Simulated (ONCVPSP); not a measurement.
Before and after: ONCV potential for indium (In)

ONCVPSP 4.0.1 input, shortened (lines: element, Z, core and valence counts, functional; n l f; lmax; l rc ep ncon nbas qcut; lloc lpopt rc5 dvloc0; l nproj debl; icmod fcfact rcfact), PBE, scalar-relativistic:

```
  In 49.00    6    4        4      upf
    1    0    2.00
    2    0    2.00
    2    1    6.00
    3    0    2.00
    3    1    6.00
    3    2   10.00
    4    0    2.00
    4    1    6.00
    4    2   10.00
    5    0    2.00
    3
    0    1.60    0.00    5    8    6.40
    1    1.30    0.00    3    8   12.50
    2    1.30    0.00    4    9   14.60
    3    1.35    0.39    5    8    8.00
    4    5    1.05    3.00
    0    3    1.50
    1    1    2.00
    2    2    1.80
    3    2    0.40
    3    4.25    1.50
```

All-electron outer shells of the reference configuration (PBE, scalar-relativistic, ld1.x):

```
shell  level (eV)  outermost node (bohr)  outermost maximum (bohr)
   3d     -440.17                      –                      0.26
   4s     -127.12                   0.41                      0.77
   4p      -85.60                   0.42                      0.82
   4d      -26.07                   0.40                      0.94
   5s      -14.92                   1.02                      2.11
```

Change: local potential polynomial inside 1.05 bohr (lpopt 5, dvloc0 6 Ha).

Cutoffs: the cutoffs (Ha) at which the residual kinetic energy of the hardest occupied pseudo-wave falls to 1 and 0.1 mHa per electron; they do not see the model core or the augmentation charge, which bear on the density cutoff. Errors are all-electron minus pseudo energies relative to the spin-unpolarised reference configuration.

Question: How do hardness, ghosts and transferability respond?

Answer: The potential gets neither clearly harder nor softer (46 Ha and 63 Ha → 46 Ha and 63 Ha); a bound ghost appears in s, which as a rule spoils a file; of the 4 tests that both files solve, the error grows in 2 and shrinks in 0 by more than 15 % and 0.3 meV (median size 26.0 → 33.2 meV). In the separable form a ghost depends on how the local part lies against the semilocal potential of the channel, so the choice of the local part can create or remove one.

```tsv
quantity	base	changed
cutoff, loose	46 Ha	46 Ha
cutoff, tight	63 Ha	63 Ha
bound ghosts	none	s
GHOST(+) flags under 300 eV	f at 133.3 eV	f at 136.0 eV
error for 4s2 4p6 4d10 5s2 5p1, meV [ΔE -5.36 eV]	+32	-47
error for 4s2 4p6 4d10 5s1, meV [ΔE 19.24 eV]	-5.4	-5.4
error for 4s2 4p6 4d10 5s0, meV [ΔE 47.56 eV]	-20	-20
error for 4s2 4p6 4d9 5s2 5p2, meV [ΔE 12.94 eV]	+103	-153
s: phases at 1.62 bohr within 0.05 rad from the reference energy up to (Ha; the scan ends near 5)	to the end of the scan	to the end of the scan
p: phases at 1.32 bohr within 0.05 rad from the reference energy up to (Ha; the scan ends near 5)	1.9	1.9
d: phases at 1.32 bohr within 0.05 rad from the reference energy up to (Ha; the scan ends near 5)	to the end of the scan	to the end of the scan
f: phases at 1.37 bohr within 0.05 rad from the reference energy up to (Ha; the scan ends near 5)	4.1	4.2
rms error of d²Exc/dni dnj with the model core, mHa	2.62	2.62
```

 A true bound ghost makes a file unfit for plane-wave use even where its test errors are small: the radial tests pick states by their node count and pass the ghost by.
